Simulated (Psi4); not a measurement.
C₂H₃FSi (SMILES C#C[SiH2]F), singlet, geometry from GFN2-xTB; PBE/pcseg-3 run with Psi4.

Input for Psi4:
```
memory 2 GB

molecule {
0 1
  Si   -0.76748994   -0.25959108    0.05080117
  F    -1.08226501    1.14490314   -0.67105726
  C     1.06126978   -0.35824159    0.28228306
  C     2.25152549   -0.42756164    0.43545721
  H    -1.23229576   -1.27933807   -0.87750068
  H    -1.45343439   -0.19304594    1.33248937
  H     3.29420281   -0.48264978    0.56686868
}

set basis pcseg-3

energy('pbe')
print_variables()
```

What the program printed (banner, timings and long lists left out):

```
   => Loading Basis Set <=

    Name: PCSEG-3
    Role: ORBITAL
    Keyword: BASIS

         ---------------------------------------------------------
                                   SCF
               by Justin Turney, Rob Parrish, Andy Simmonett
                          and Daniel G. A. Smith
                              RKS Reference
         ---------------------------------------------------------

  ==> Geometry <==

    Molecular point group: c1
    Full point group: C1

    Geometry (in Angstrom), charge = 0, multiplicity = 1:

       Center              X                  Y                   Z               Mass
    ------------   -----------------  -----------------  -----------------  -----------------
         SI          -0.744968773032    -0.301332296199     0.073572066066    27.976926534650
         F           -1.059743843032     1.103161923801    -0.648286363934    18.998403162730
         C            1.083790946968    -0.399982806199     0.305053956066    12.000000000000
         C            2.274046656968    -0.469302856199     0.458228106066    12.000000000000
         H           -1.209774593032    -1.321079286199    -0.854729783934     1.007825032230
         H           -1.430913223032    -0.234787156199     1.355260266066     1.007825032230
         H            3.316723976968    -0.524390996199     0.589639576066     1.007825032230

  Running in c1 symmetry.

  Rotational constants: A =      0.60260  B =      0.11256  C =      0.09825 [cm^-1]
  Rotational constants: A =  18065.54995  B =   3374.37191  C =   2945.37865 [MHz]
  Nuclear repulsion =  139.330516121724600

  Charge       = 0
  Multiplicity = 1
  Electrons    = 38
  Nalpha       = 19
  Nbeta        = 19

  ==> Algorithm <==

  SCF Algorithm Type is DF.
  DIIS enabled.
  MOM disabled.
  Fractional occupation disabled.
  Guess Type is SAD.
  Energy threshold   = 1.00e-06
  Density threshold  = 1.00e-06
  Integral threshold = 1.00e-12

  ==> Primary Basis <==

  Basis Set: PCSEG-3
    Blend: PCSEG-3
    Number of shells: 99
    Number of basis functions: 343
    Number of Cartesian functions: 422
    Spherical Harmonics?: true
    Max angular momentum: 4

  ==> DFT Potential <==

   => LibXC <=

    Version 7.1.2
    S. Lehtola, C. Steigemann, M. J. T. Oliveira, and M. A. L. Marques,  SoftwareX 7, 1–5 (2018) (10.1016/j.softx.2017.11.002)

   => Composite Functional: PBE <=

    PBE GGA Exchange-Correlation Functional

[...]
   @DF-RKS iter   4:  -467.09829658410661   -1.10662e-02   3.11623e-04 DIIS/ADIIS
   @DF-RKS iter   5:  -467.09966908240830   -1.37250e-03   2.28681e-04 DIIS/ADIIS
   @DF-RKS iter   6:  -467.10265904681660   -2.98996e-03   7.77412e-05 DIIS
   @DF-RKS iter   7:  -467.10298805172829   -3.29005e-04   1.35223e-05 DIIS
   @DF-RKS iter   8:  -467.10299547957783   -7.42785e-06   1.73407e-06 DIIS
   @DF-RKS iter   9:  -467.10299568088601   -2.01308e-07   4.31066e-07 DIIS
  Energy and wave function converged.

  ==> Post-Iterations <==

   Electrons on quadrature grid:
      Ntotal   =   38.0000107069 ; deviation = 1.071e-05

    Orbital Energies [Eh]
    ---------------------

    Doubly Occupied:

[...]
      19A     -0.271787

    Virtual:

[...]
    Final Occupation by Irrep:
              A
    DOCC [    19 ]
    NA   [    19 ]
    NB   [    19 ]

  @DF-RKS Final Energy:  -467.10299568088601

   => Energetics <=

    Nuclear Repulsion Energy =            139.3305161217245995
    One-Electron Energy =                -921.7303230690397413
    Two-Electron Energy =                 358.2867316600537038
    DFT Exchange-Correlation Energy =     -42.9899203936245513
    Empirical Dispersion Energy =           0.0000000000000000
    VV10 Nonlocal Energy =                  0.0000000000000000
    Total Energy =                       -467.1029956808860106

Computation Completed

Properties will be evaluated at   0.000000,   0.000000,   0.000000 [a0]

Properties computed using the SCF density matrix

 Multipole Moments:

 ------------------------------------------------------------------------------------
     Multipole            Electronic (a.u.)      Nuclear  (a.u.)        Total (a.u.)
 ------------------------------------------------------------------------------------

 L = 1.  Multiply by 2.5417464519 to convert [e a0] to [Debye]
 Dipole X            :         -1.2902838            1.6172359            0.3269520
 Dipole Y            :          2.4899607           -2.9974198           -0.5074591
 Dipole Z            :         -1.3530180            1.6351688            0.2821508
 Magnitude           :                                                    0.6663493

 ------------------------------------------------------------------------------------

  Variable Map:
  ----------------------------------------------------------------------------
[...]
  Array Variable Map:
  ----------------------------------------------------------------------------
[...]
[...]
```
